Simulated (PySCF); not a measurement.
Telling isomers of C₅H₇F₃O₂ apart by NMR

Level of theory: GIAO PBE0/pcSseg-1 shieldings, coordinates at the PBE0-D3(BJ)/def2-SVP level, in PySCF (no relativistic terms, gas phase, rapidly exchanging positions averaged, single conformer).

Chemical shifts δ = σref − σ; TMS for $^{1}$H and $^{13}$C, all at this level. Splittings of carbon signals by F and P are missing where no couplings were computed. Where no couplings were computed, multiplicities follow the n + 1 count of equivalent neighbours, and m marks all less simple cases (inequivalent or close neighbours, rings, F or P nearby). Shifts are as computed. Against solution values, carbons near 30 ppm lie about +2 ppm off and those near 130 ppm about +5 ppm. Of 1309 compounds with measured shifts, 239 miss one by over three times the rms of a fit or turn the order of signals round; such compounds aren't used in these exercises.

(1) Tabulate the signals of `FC(F)(F)C1OCCCO1`, `FC(F)(F)[C@H]1COCCO1` and their relative energies.

(2) What is the quickest way to tell FC(F)(F)C1OCCCO1 from FC(F)(F)[C@H]1COCCO1?

## Answers

(1) 
```json
{"SMILES": "FC(F)(F)C1OCCCO1", "carbon types": "1×C 1×CH 3×CH2", "δC": "129.4, 91.3, 61.6, 26.5", "δH": "4.58 (m, 1H), 4.11 (m, 2H), 3.77 (m, 2H), 2.12 (m, 1H), 0.94 (m, 1H)", "E rel. (kcal/mol)": "0.0"}
{"SMILES": "FC(F)(F)[C@H]1COCCO1", "carbon types": "1×C 1×CH 3×CH2", "δC": "128.1, 74.5, 67.8, 67.1, 66.0", "δH": "3.67 (m, 1H), 3.60 (m, 1H), 3.55 (m, 1H), 3.54 (m, 1H), 3.50 (m, 1H), 3.47 (m, 1H), 3.41 (m, 1H)", "E rel. (kcal/mol)": "3.4"}
```

Energies are electronic energies at PBE0/pcSseg-1 on these geometries, without zero-point or thermal terms, each for the one conformer computed, which needn't be the lowest.

(2) Count the carbon signals: 4 against 5. The first has an sp3 CH2 in a ring at 26.5 ppm, the second an sp3 CH bonded to O at 74.5 ppm. Their most deshielded carbons lie at 129.4 and 128.1 ppm. In the proton spectra the most deshielded non-exchanging signals are 4.58 (m, 1H) and 3.67 (m, 1H).
